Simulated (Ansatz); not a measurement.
Consider the hydrogenolysis of the In–C bond: `O[CH2][InH][OH]` + H₂ → `[OH][InH2]` + CH₃OH.

Program: Ansatz. Geometries: PBE0-D4/def2-TZVP. ΔE: electronic, gas phase. CCSD(T)/CBS adds triple-zeta CCSD(T) − MP2 to the extrapolated MP2 energy (def2 sets, frozen cores). This one scheme is used for every species. DFT in def2-TZVPP. HSE06 is defined as in plane-wave codes. Elements past krypton have def2 core potentials. For In outer-core shells are correlated without core-valence functions, which leaves a few kJ/mol of doubt a bond. One conformer a species, not always the lowest.

```csv
level,ΔE (kJ/mol),difference from CCSD(T)/CBS
revPBE-D4,-33.9,5.9
BLYP-D4,-33.9,5.9
PBE0-D4,-45.3,-5.5
r2SCANh-D4,-41.9,-2.1
r2SCAN0-D4,-46.7,-6.9
revPBE,-46.3,-6.5
PBE0,-50.1,-10.3
r2SCANh,-43.4,-3.6
r2SCAN0,-48.3,-8.5
HSE06,-49.7,-9.9
HF/def2-SVP,-92.1,-52.3
CCSD/def2-SVP,-64.3,-24.5
HF/def2-TZVPP,-89.1,-49.3
CCSD(T)/def2-TZVPP,-45.1,-5.3
SCS-MP2/def2-QZVPP,-43.1,-3.3
CCSD/CBS(def2),-47.5,-7.7
CCSD(T)/CBS,-39.8,0
```

Largest T1 diagnostic among the species: 0.017.

At CCSD(T), def2-SVP lies −19.1 kJ/mol from the extrapolated value and def2-TZVPP −5.3 kJ/mol. From PBE to PBE0 (25 % exact exchange), in def2-TZVPP and without D4, ΔE moves by −10.2 kJ/mol. Leaving LDA and LC-ωPBE aside and taking each functional with its dispersion term where it has one, the values, not all of them listed here, spread over 23.2 kJ/mol, from B97M-V to revPBE-D4. LDA lies +12.2 kJ/mol from PBE without D4.

CCSD(T)/CBS has its own doubt, a few kJ/mol and more with outer-core shells, so smaller differences from it don't rank the levels.
